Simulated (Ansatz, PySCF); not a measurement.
Species: InCl2, net charge 1, singlet state. 
Coordinates optimised at B3LYP-D3(BJ)/def2-TZVP (Ansatz, a program for electronic structure):
```xyz
3

In     0.0000     0.0000     0.0000
Cl     0.0000     0.0000    -2.2242
Cl     0.0000     0.0000     2.2242
```
Charge +1, spin multiplicity 1.

Total electronic energies in hartree. Valence correlation only, unless marked. No spin-orbit coupling. Frozen are the shells of the preceding noble gas and the d and f shells that filled before the atom's block. In def2 rows, elements after Kr have scalar-relativistic effective core potentials. CBS(X,Y): correlation extrapolated as X^-3; Hartree-Fock from the larger set.

```tsv
level	program	energy (Eh)
HF/def2-SVPD	Ansatz	-1107.73904
RI-HF/def2-TZVPP	Ansatz	-1108.05733
BHLYP/def2-TZVPD	Ansatz	-1110.27439
TPSSh-D4/def2-TZVPD	PySCF + dftd4	-1110.31742
M06-2X/def2-TZVPD	PySCF	-1110.25472
SCS-MP2/def2-TZVPP	Ansatz	-1108.46493
CCSD(T)/def2-TZVPP	Ansatz	-1108.52445
CCSD(T)/def2-TZVPPD	Ansatz	-1108.52752
CCSD(T)/CBS(def2-TZVPPD,def2-QZVPPD)	Ansatz	-1108.6227
```

Totals of different functionals don't rank their quality; only differences between species are comparable.
